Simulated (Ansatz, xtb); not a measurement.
Isomers of H8N2Si2Sn in order of energy

6 gas-phase structures of H8N2Si2Sn, from a drawn sample of its isomers (lower ones may exist). Each was relaxed with GFN2-xTB; where two conformers were screened, the lower at r2SCAN-D4/def2-SVP is listed:

A. `[NH2][Sn][N]([SiH3])[SiH3]`, a singlet
B. `[SiH3][NH][Sn][NH][SiH3]`, a singlet
C. `[SiH3]N[SiH2][NH][SnH]`, a singlet
D. a singlet given by its coordinates
E. a singlet given by its coordinates
F. `N[SiH2]N[SiH2][SnH]`, a singlet

D (Å):

```yaml
atoms:
  - { symbol: N, position_ang: [0.3540, -2.2431, 0.8040] }
  - { symbol: N, position_ang: [1.4686, 0.2167, -0.3801] }
  - { symbol: Si, position_ang: [0.6672, -0.5638, 0.9748] }
  - { symbol: Si, position_ang: [1.7698, 1.9200, -0.1829] }
  - { symbol: Sn, position_ang: [2.1139, -0.5747, -2.1947] }
  - { symbol: H, position_ang: [-0.2984, -2.5089, 0.0833] }
  - { symbol: H, position_ang: [1.1579, -2.8479, 0.7459] }
  - { symbol: H, position_ang: [-0.6404, 0.0700, 1.1384] }
  - { symbol: H, position_ang: [1.5456, -0.4389, 2.1375] }
  - { symbol: H, position_ang: [0.5057, 2.6404, -0.0288] }
  - { symbol: H, position_ang: [2.6350, 2.1481, 0.9743] }
  - { symbol: H, position_ang: [2.4539, 2.3665, -1.4173] }
  - { symbol: H, position_ang: [1.5700, -2.3326, -1.8989] }
```

Close contacts (Å): N1–Si3 1.72, N2–Si3 1.76, N2–Si4 1.74, N2–Sn5 2.08, Si4–Sn5 3.22, N1–H6 1.01, N1–H7 1.01, Si3–H8 1.46, Si3–H9 1.46, Si4–H10 1.46, Si4–H11 1.46, Si4–H12 1.48, Sn5–H13 1.86.

E (Å):

```yaml
atoms:
  - { symbol: N, position_ang: [-1.5603, 0.0809, -1.2229] }
  - { symbol: N, position_ang: [0.6588, 1.6506, -0.1795] }
  - { symbol: Si, position_ang: [-0.0090, 0.1017, -0.4813] }
  - { symbol: Si, position_ang: [1.6025, 2.1292, 1.2345] }
  - { symbol: Sn, position_ang: [0.5886, 0.5414, 3.0201] }
  - { symbol: H, position_ang: [-2.2814, 0.6796, -0.8551] }
  - { symbol: H, position_ang: [-1.6197, 0.0502, -2.2259] }
  - { symbol: H, position_ang: [0.8112, -0.8167, -1.2606] }
  - { symbol: H, position_ang: [-0.2230, -0.4118, 0.9184] }
  - { symbol: H, position_ang: [0.7650, 2.2513, -0.9819] }
  - { symbol: H, position_ang: [3.0184, 2.0822, 0.8042] }
  - { symbol: H, position_ang: [1.3396, 3.5893, 1.2768] }
  - { symbol: H, position_ang: [2.0264, -0.5244, 2.8982] }
```

Close contacts (Å): N1–Si3 1.72, N2–Si3 1.71, N2–Si4 1.77, Si4–Sn5 2.60, N1–H6 1.01, N1–H7 1.01, N2–H10 1.01, Si3–H8 1.46, Si3–H9 1.51, Si4–H11 1.48, Si4–H12 1.48, Sn5–H9 2.45, Sn5–H13 1.79.

**Question.** Make a reasoned guess at their ranking by r2SCAN-D4/def2-SVP single-point energy.

**Answer.** Calculated order at r2SCAN-D4/def2-SVP: C (0.0), B (0.3), D (0.5), A (0.5), E (6.1), F (7.0) kcal/mol. Less than 1 kcal/mol parts C and B; B and D; D and A; E and F, so the order within those pairs means little.

Energies above the lowest of each column, in kcal/mol; the last columns are at PBE0-D4/def2-SVP geometries and were run for some of them only (a dash: not run or not comparable):

```json
{"structure": "C", "GFN2-xTB": "0.0", "HF/STO-3G": "10.2", "r2SCAN-D4/def2-SVP": "0.0", "PBE0-D4/def2-SVP": "0.0", "CCSD(T)/def2-SVP + ΔMP2/def2-TZVPP": "0.0"}
{"structure": "B", "GFN2-xTB": "7.6", "HF/STO-3G": "0.0", "r2SCAN-D4/def2-SVP": "0.3", "PBE0-D4/def2-SVP": "2.3", "CCSD(T)/def2-SVP + ΔMP2/def2-TZVPP": "1.1"}
{"structure": "D", "GFN2-xTB": "6.0", "HF/STO-3G": "19.9", "r2SCAN-D4/def2-SVP": "0.5", "PBE0-D4/def2-SVP": "1.7", "CCSD(T)/def2-SVP + ΔMP2/def2-TZVPP": "1.7"}
{"structure": "A", "GFN2-xTB": "11.0", "HF/STO-3G": "6.3", "r2SCAN-D4/def2-SVP": "0.5", "PBE0-D4/def2-SVP": "–", "CCSD(T)/def2-SVP + ΔMP2/def2-TZVPP": "–"}
{"structure": "E", "GFN2-xTB": "14.6", "HF/STO-3G": "26.7", "r2SCAN-D4/def2-SVP": "6.1", "PBE0-D4/def2-SVP": "–", "CCSD(T)/def2-SVP + ΔMP2/def2-TZVPP": "–"}
{"structure": "F", "GFN2-xTB": "14.4", "HF/STO-3G": "28.7", "r2SCAN-D4/def2-SVP": "7.0", "PBE0-D4/def2-SVP": "–", "CCSD(T)/def2-SVP + ΔMP2/def2-TZVPP": "–"}
```

CCSD(T)/def2-SVP + ΔMP2/def2-TZVPP puts C lowest of those it was run on; HF/STO-3G picks B. Flexible structures stand in one conformer each, not always the lowest. B keeps a small imaginary mode. Frequencies (GFN2-xTB) were run for B, C, D alone. Atoms past krypton carry core potentials in the def2 sets, without spin–orbit terms. ΔMP2 is the change of the MP2 energy from the smaller to the larger basis.

Over these structures GFN2-xTB departs from r2SCAN-D4/def2-SVP by 2.5 kcal/mol on average once a common shift is removed. A GFN2-xTB relaxation took about 0.44 s and the r2SCAN-D4/def2-SVP energy about 2.7 s on a shared host (Ansatz 0.2.0, xtb 6.7.1).
